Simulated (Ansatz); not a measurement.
Ansatz (an electronic-structure program) input (PBE/6-31G* with LANL2DZ past Ar): The .json file joins the Basis Set Exchange's 6-31G* for atoms up to Ar and LANL2DZ past it.

Ansatz 0.2 input:
```yaml
crystal:
  periodic: [false, false, false]
  atoms:
    - {symbol: Ge, position_ang: [0.00055146, -0.00516327, 0.54068547]}
    - {symbol: Cl, position_ang: [1.17608187, 1.39339809, -0.49682065]}
    - {symbol: Cl, position_ang: [-1.17711991, -1.38367900, -0.52094022]}
basis:
  gaussian:
    orbitals: 6-31Gs+LANL2DZ.json
hamiltonian:
  xc: {name: PBE}
total_charge: 1
magnetization: {spin_polarized: true, initial_magnetization: 1}
output: {forces: true}
```

What final total energy does it give?

-923.45939 Eh.
